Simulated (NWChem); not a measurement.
System: AlH$_{3}$O$_{3}$; SMILES [OH][Al]([OH])[OH]

Here is an NWChem input.

```
start job
memory heap 200 mb stack 900 mb global 1100 mb
geometry units angstroms
  Al     0.000056     0.000173    -0.000023
  O     -1.084949    -1.252460     0.086802
  H     -1.931940    -1.442281    -0.291768
  O     -0.335231     1.324273    -0.941926
  H      0.104926     2.136589    -1.149639
  O      1.420186    -0.071820     0.855113
  H      1.827320    -0.694611     1.440872
end
basis spherical
  * library def2-svp
end
dft
  xc pbe0
  iterations 150
end
driver
  maxiter 120
end
task dft optimize
task dft freq
```

Parts of the log:

```
             Northwest Computational Chemistry Package (NWChem) 7.3.0
             --------------------------------------------------------

 C3H symmetry detected

                             Geometry "geometry" -> ""
                             -------------------------

 Output coordinates in angstroms (scale by  1.889725989 to convert to a.u.)

  No.       Tag          Charge          X              Y              Z
 ---- ---------------- ---------- -------------- -------------- --------------
    1 Al                  13.0000     0.00000000    -0.00000000     0.00000000
    2 O                    8.0000    -1.40029579     0.89021123     0.00000000
    3 H                    1.0000    -1.61678737     1.81209617     0.00000000
    4 O                    8.0000     1.47109344     0.76758611     0.00000000
    5 H                    1.0000     2.37771501     0.49413085     0.00000000
    6 O                    8.0000    -0.07079765    -1.65779734     0.00000000
    7 H                    1.0000    -0.76092763    -2.30622702     0.00000000

 Effective nuclear repulsion energy (a.u.)     164.3798298722

      Symmetry information
      --------------------

 Group name             C3h
 Group number             22
 Group order               6
 No. of unique centers     3

                                Z-matrix (autoz)
                                --------

 Units are Angstrom for bonds and degrees for angles

      Type          Name      I     J     K     L     M      Value
      ----------- --------  ----- ----- ----- ----- ----- ----------
    1 Stretch                  1     2                       1.65931
    2 Stretch                  1     4                       1.65931
    3 Stretch                  1     6                       1.65931
    4 Stretch                  2     3                       0.94696
    5 Stretch                  4     5                       0.94696
    6 Stretch                  6     7                       0.94696
    7 Bend                     1     2     3               135.66101
    8 Bend                     1     4     5               135.66101
    9 Bend                     1     6     7               135.66101
   10 Bend                     2     1     4               120.00000
   11 Bend                     2     1     6               120.00000
   12 Bend                     4     1     6               120.00000
   13 Torsion                  2     1     4     5        -180.00000
   14 Torsion                  2     1     6     7          -0.00000
   15 Torsion                  3     2     1     4          -0.00000
   16 Torsion                  3     2     1     6        -180.00000
   17 Torsion                  4     1     6     7        -180.00000
   18 Torsion                  5     4     1     6          -0.00000

                           NWChem Geometry Optimization
                           ----------------------------

 maximum gradient threshold         (gmax) =   0.000450
 rms gradient threshold             (grms) =   0.000300
 maximum cartesian step threshold   (xmax) =   0.001800
 rms cartesian step threshold       (xrms) =   0.001200
 fixed trust radius                (trust) =   0.300000
 source of zmatrix                         =   autoz

          -------------------
          Energy Minimization
          -------------------

 Using diagonal initial Hessian
 Scaling for Hessian diagonals: bonds = 1.00  angles = 0.25  torsions = 0.10

          --------
          Step   0

                                 NWChem DFT Module
                                 -----------------

 Summary of "ao basis" -> "ao basis" (spherical)
 ------------------------------------------------------------------------------
       Tag                 Description            Shells   Functions and Types
 ---------------- ------------------------------  ------  ---------------------
 Al                         def2-svp                 8       18   4s3p1d
 O                          def2-svp                 6       14   3s2p1d
 H                          def2-svp                 3        5   2s1p

      Symmetry analysis of basis
      --------------------------

        a'         19
        e'+        18
        e'-        18
        a"          8
        e"+         6
        e"-         6

  Rotation of axis

[...]

      ----------------------
      Optimization converged
      ----------------------

  Step       Energy      Delta E   Gmax     Grms     Xrms     Xmax
  ---- ---------------- -------- -------- -------- -------- --------
@    6    -469.45883427 -1.9D-09  0.00000  0.00000  0.00004  0.00010
                                     ok       ok       ok       ok

                                Z-matrix (autoz)
                                --------

 Units are Angstrom for bonds and degrees for angles

      Type          Name      I     J     K     L     M      Value     Gradient
      ----------- --------  ----- ----- ----- ----- ----- ---------- ----------
    1 Stretch                  1     2                       1.69555   -0.00000
    2 Stretch                  1     4                       1.69555   -0.00000
    3 Stretch                  1     6                       1.69555   -0.00000
    4 Stretch                  2     3                       0.95808   -0.00000
    5 Stretch                  4     5                       0.95808   -0.00000
    6 Stretch                  6     7                       0.95808   -0.00000
    7 Bend                     1     2     3               123.54154    0.00000
    8 Bend                     1     4     5               123.54154    0.00000
    9 Bend                     1     6     7               123.54154    0.00000
   10 Bend                     2     1     4               120.00000    0.00000
   11 Bend                     2     1     6               120.00000    0.00000
   12 Bend                     4     1     6               120.00000   -0.00000
   13 Torsion                  2     1     4     5         180.00000   -0.00000
   14 Torsion                  2     1     6     7           0.00000   -0.00000
   15 Torsion                  3     2     1     4           0.00000    0.00000
   16 Torsion                  3     2     1     6         180.00000   -0.00000
   17 Torsion                  4     1     6     7         180.00000    0.00000
   18 Torsion                  5     4     1     6           0.00000    0.00000

                         Geometry "geometry" -> "geometry"
                         ---------------------------------

 Output coordinates in angstroms (scale by  1.889725989 to convert to a.u.)

[...]

 Rotational Constants
 --------------------
 A=   0.217737 cm-1  (  0.313268 K)
 B=   0.217737 cm-1  (  0.313268 K)
 C=   0.108868 cm-1  (  0.156634 K)

 Temperature                      =   298.15K
 frequency scaling parameter      =   1.0000

 Zero-Point correction to Energy  =   25.913 kcal/mol  (  0.041295 au)
 Thermal correction to Energy     =   29.754 kcal/mol  (  0.047416 au)
 Thermal correction to Enthalpy   =   30.346 kcal/mol  (  0.048360 au)

 Total Entropy                    =   72.891 cal/mol-K
   - Translational                =   38.960 cal/mol-K (mol. weight =  77.9897)
   - Rotational                   =   23.057 cal/mol-K (symmetry #  =        3)
   - Vibrational                  =   10.875 cal/mol-K

 Cv (constant volume heat capacity) =   20.843 cal/mol-K
   - Translational                  =    2.979 cal/mol-K
   - Rotational                     =    2.979 cal/mol-K
   - Vibrational                    =   14.884 cal/mol-K

[normal modes left out]

 ----------------------------------------------------------------------------
 Normal Eigenvalue ||           Projected Infra Red Intensities
  Mode   [cm**-1]  || [atomic units] [(debye/angs)**2] [(KM/mol)] [arbitrary]
 ------ ---------- || -------------- ----------------- ---------- -----------
    1       -0.000 ||    0.000000           0.000         0.000       0.000
    2       -0.000 ||    0.000000           0.000         0.000       0.000
    3        0.000 ||    0.000000           0.000         0.000       0.000
    4        0.000 ||    0.000000           0.000         0.000       0.000
    5        0.000 ||    0.000000           0.000         0.000       0.000
    6        0.000 ||    0.000000           0.000         0.000       0.000
    7      230.519 ||    0.034293           0.791        33.430       4.336
    8      230.573 ||    0.034298           0.791        33.435       4.336
    9      279.815 ||    0.009791           0.226         9.545       1.238
   10      326.999 ||    0.474886          10.956       462.943      60.039
   11      339.099 ||    0.000000           0.000         0.000       0.000
   12      339.101 ||    0.000000           0.000         0.000       0.000
   13      582.243 ||    0.000000           0.000         0.000       0.000
   14      600.696 ||    0.242082           5.585       235.993      30.606
   15      600.727 ||    0.242085           5.585       235.997      30.606
   16      711.310 ||    0.000000           0.000         0.000       0.000
   17      963.925 ||    0.162669           3.753       158.577      20.566
   18      963.929 ||    0.162677           3.753       158.586      20.567
   19     3988.029 ||    0.149127           3.440       145.376      18.854
   20     3988.036 ||    0.149128           3.440       145.377      18.854
   21     3990.006 ||    0.000000           0.000         0.000       0.000
 ----------------------------------------------------------------------------
```

Level: PBE0/def2-SVP.
